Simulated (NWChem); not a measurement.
## H2Sb (+1) in NWChem

```xyz
3

Sb     0.0000     0.0000    -0.0457
H      1.2150     0.0000     1.1664
H     -1.2150     0.0000     1.1664
```
Charge +1, spin multiplicity 1.

All runs are NWChem calculations. The geometry was optimised at PBE0/def2-SVP with def2 effective core potentials on Sb, a minimum by its harmonic frequencies.

Static limit.

Effective core potentials replace the inner electrons of Sb; spin-orbit coupling is left out. The spin multiplicity of the parent species was assumed, not shown to be that of its ground state. The structure started from a generated list of species.

**Question.** Give the polarisability tensor in bohr³ at BHandHLYP/def2-SVPD with def2 effective core potentials on Sb, in the frame of the coordinates, and its isotropic mean.

**Answer.** 
```
34.23   0.00   0.00
 0.00  24.58   0.00
 0.00   0.00  33.15
```
Mean (one third of the trace): 30.65 bohr³.
